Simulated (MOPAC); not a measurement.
Job for MOPAC: PM6 on AlO, 2S+1 = 2, a point of a bond scan (R = 1.465 Å).

```
PM6 1SCF PRECISE CHARGE=0 UHF MS=0.5 THREADS=1
AlO

Al    -0.00000000 1    -0.00000000 1    -0.61996312 1
O      0.00000000 1     0.00000000 1     0.84469976 1
```

Output:

```
*******************************************************************************
 **                                                                           **
 **                              MOPAC v23.2.5                                **
 **                                                                           **
 *******************************************************************************
 ** MOPAC's Digital Object Identifier: https://doi.org/10.5281/zenodo.6511958 **
 **                                                                           **
 ** Please cite the open-source release paper for use of this MOPAC version:  **
 ** J. E. Moussa and J. J. P. Stewart (2026)                                  **
 ** MOPAC: An open-source semiempirical molecular orbital program             **
 ** J. Open Source Softw., 11(119), 8025, https://doi.org/10.21105/joss.08025 **
 *******************************************************************************

                              PM6 CALCULATION RESULTS

 *******************************************************************************
 *  PM6        - The PM6 Hamiltonian to be used
 *  UHF        - UNRESTRICTED HARTREE-FOCK CALCULATION
 *
 *
 *
 *                 CHARGE ON SYSTEM = 0
 *
 *
 *
 *  MS=        - IN MECI, MAGNETIC COMPONENT OF SPIN =  0.5
 *  PRECISE    - TIGHTER CRITERIA TO BE USED
 *  1SCF       - DO 1 SCF AND THEN STOP
 *  THREADS=1  - MULTI-THREADING NOT USED
 *  T=         - A TIME OF 172800.0 SECONDS REQUESTED
 *  DUMP=N     - RESTART FILE WRITTEN EVERY 7200.0 SECONDS REQUESTED
 *******************************************************************************
PM6 1SCF PRECISE CHARGE=0 UHF MS=0.5 THREADS=1
 AlO

   ATOM   CHEMICAL          X               Y               Z
  NUMBER   SYMBOL      (ANGSTROMS)     (ANGSTROMS)     (ANGSTROMS)

     1      Al         -0.00000000  *  -0.00000000  *  -0.61996312  *
     2       O          0.00000000  *   0.00000000  *   0.84469976  *



          CARTESIAN COORDINATES

    NO.       ATOM           X           Y           Z

     1        Al         -0.0000     -0.0000     -0.6200
     2         O          0.0000      0.0000      0.8447

 General Reference for PM6:
 "Optimization of Parameters for Semiempirical Methods V: Modification of NDDO Approximations
 and Application to 70 Elements", J. J. P. Stewart, J. Mol. Mod., 13, 1173-1213 (2007)
 URL: https://link.springer.com/article/10.1007/s00894-007-0233-4

           Empirical Formula: O Al  =     2 atoms



      MOLECULAR POINT GROUP   :   C*v


          UHF CALCULATION, NO. OF ALPHA ELECTRONS =    5
                           NO. OF BETA  ELECTRONS =    4

 -------------------------------------------------------------------------------
 PM6 1SCF PRECISE CHARGE=0 UHF MS=0.5 THREADS=1
 AlO



     1SCF WAS SPECIFIED, SO BFGS WAS NOT USED
     SCF FIELD WAS ACHIEVED


                              PM6 CALCULATION
                                                       MOPAC v23.2.5 Linux




          FINAL HEAT OF FORMATION =         10.25400 KCAL/MOL =      42.90275 KJ/MOL


          COSMO AREA              =         77.66 SQUARE ANGSTROMS
          COSMO VOLUME            =         63.35 CUBIC ANGSTROMS

          IONIZATION POTENTIAL    =          9.592544 EV
          ALPHA SOMO LUMO (EV)    =         -9.593  1.765
          BETA  SOMO LUMO (EV)    =        -11.641 -1.592
          NO. OF ALPHA ELECTRONS  =          5
          NO. OF BETA  ELECTRONS  =          4
          MOLECULAR WEIGHT        =         42.9809         POINT GROUP:  C*v

          MOLECULAR DIMENSIONS (Angstroms)

            Atom       Atom       Distance
            O     2   Al     1     1.46466
            O     2   Al     1     0.00000
           Al     1    O     2     0.00000


          SCF CALCULATIONS        =          1





   ATOM   CHEMICAL          X               Y               Z
  NUMBER   SYMBOL      (ANGSTROMS)     (ANGSTROMS)     (ANGSTROMS)

     1      Al         -0.00000000  *  -0.00000000  *  -0.61996312  *
     2       O          0.00000000  *   0.00000000  *   0.84469976  *

                             CARTESIAN COORDINATES

   1   Al       -0.000000000    -0.000000000    -0.619963120
   2    O        0.000000000     0.000000000     0.844699760


           Empirical Formula: O Al  =     2 atoms



      MOLECULAR POINT GROUP   :   C*v


          ALPHA EIGENVALUES
 -27.59899 -15.74504 -12.21058 -12.21058  -9.59254   1.76464   1.76464   6.48314
 103.51545 103.51545 103.58047 103.58047 103.93663


           BETA EIGENVALUES
 -26.75440 -14.03354 -11.64110 -11.64110  -1.59193   2.10103   2.10103   7.01776
 104.33140 104.33140 106.77870 106.77870 107.89638


              NET ATOMIC CHARGES AND DIPOLE CONTRIBUTIONS

  ATOM NO.   TYPE          CHARGE      No. of ELECS.   s-Pop       p-Pop       d-Pop
    1         Al           0.492476        2.5075     1.18841     1.28272     0.03639
    2          O          -0.492476        6.4925     1.84487     4.64760
 DIPOLE           X         Y         Z       TOTAL
 POINT-CHG.     0.000     0.000    -3.465     3.465
 HYBRID         0.000     0.000    -0.054     0.054
 SUM            0.000     0.000    -3.518     3.518


          ATOMIC ORBITAL ELECTRON POPULATIONS

     Atom    s        px        py        pz      x^2-y^2     xz        z^2       yz        xy
    1 Al   1.18841   0.31248   0.31248   0.65777   0.00000   0.00965   0.01709   0.00965   0.00000
    2  O   1.84487   1.67787   1.67787   1.29186


                    (SZ)    =    0.500000
                    (S**2)  =    0.765208


          ATOMIC ORBITAL SPIN POPULATIONS

    Atom   Total    s     px     py     pz   x^2-y^2  xz     z^2    yz     xy
         Atomic
    1 Al  0.6802  0.382 -0.050 -0.050  0.401  0.000 -0.002  0.000 -0.002 -0.000
    2  O  0.3198  0.029  0.051  0.051  0.188

 **********************
 *                    *
 * JOB ENDED NORMALLY *
 *                    *
 **********************




 == MOPAC DONE ==
```

The run finished.

Cost: about 0.04 core-seconds (a rough figure).
